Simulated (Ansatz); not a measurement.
Ansatz (a program for electronic structure) input for In(Cl)(Br)(Me) (CH₃BrClIn), SMILES [In]([Cl])([CH3])[Br], PBE/def2-SVPD. Coordinates come from a PBE-D3(BJ)/def2-SVP optimisation. The structure was generated by enumeration; whether it is a known compound was not checked. The def2 effective core potentials stand for the cores of In; spin–orbit coupling is left out.

Ansatz 0.2 input:
```yaml
crystal:
  periodic: [false, false, false]
  atoms:
    - {symbol: In, position_ang: [0.23035103, -0.45356855, 0.28349511]}
    - {symbol: Cl, position_ang: [-1.55658626, -1.90369038, -0.28670102]}
    - {symbol: Br, position_ang: [-0.08152846, 1.84909898, -0.65455904]}
    - {symbol: C, position_ang: [1.91342075, -1.08876480, 1.47903598]}
    - {symbol: H, position_ang: [2.60124929, -0.23535686, 1.61641389]}
    - {symbol: H, position_ang: [2.41759369, -1.91811264, 0.94852058]}
    - {symbol: H, position_ang: [1.52889498, -1.44481090, 2.45307330]}
basis:
  gaussian:
    orbitals: def2-SVPD
hamiltonian:
  xc: {name: PBE}
```

It prints:

```
WARN ansatz: RAYON_NUM_THREADS=1 ignored (pool sized by the plan → 1); use --threads N
Functional definition: PBE
integrals: 0.10 GiB planned
1429 factors; their error is unknown
mean field: 0.52 GiB planned
mean field evaluation 1: about -88792.5552 eV, gradient 5.9e1 eV
mean field evaluation 2: about -88771.0833 eV, gradient 9.2e1 eV
mean field evaluation 4: about -88801.2904 eV, gradient 1.1e1 eV
mean field evaluation 8: about -88801.6684 eV, gradient 1.9e-1 eV
mean field evaluation 16: about -88801.6213 eV, gradient 8.0e-5 eV
mean field -88801.62130803 eV, -3263.3993911694 hartree, gradient 8.0e-5 eV, S^2 0.000000; 0 other end points of the search recorded, 0 dependent functions left out
reference -88801.62136331 eV, -3263.3993932007 hartree; 41, 41 occupied and 103, 103 virtual orbitals, 1429 factors
Total energy: -88801.62136331 eV, -3263.3993932007 hartree
```

Self-consistency was reached.
